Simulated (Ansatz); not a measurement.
Cartesian coordinates in Å:
```
C 1.567 0.012 -1.380
C 0.711 -0.519 -0.516
C 0.015 0.244 0.555
Si -1.848 0.293 0.200
S 0.243 -0.511 2.191
H 1.830 1.064 -1.346
H 2.032 -0.589 -2.153
H 0.475 -1.580 -0.565
H 0.371 1.278 0.579
H -2.068 1.131 -1.006
H -2.334 -1.087 -0.052
H -2.576 0.876 1.357
H 1.583 -0.613 2.135
```

Total charge 0; spin multiplicity 1.

(1) List the r2SCAN/def2-TZVPP orbital energies in eV (the Gaussian-basis code of Ansatz). (Best estimate.)

## Answers

(1) Ansatz gave: Occupied: -2409.24, -1791.09, -274.16, -273.61, -273.11, -213.65, -157.75, -157.65, -157.48, -141.58, -96.44, -96.42, -96.42, -21.54, -19.52, -16.90, -14.75, -13.66, -12.09, -11.47, -10.76, -9.64, -9.24, -8.76, -8.72, -8.09, -6.79, -5.99. Lowest empty: -1.06, -0.47, 0.32, 0.92, 1.18, 1.57, 1.82, 1.97.
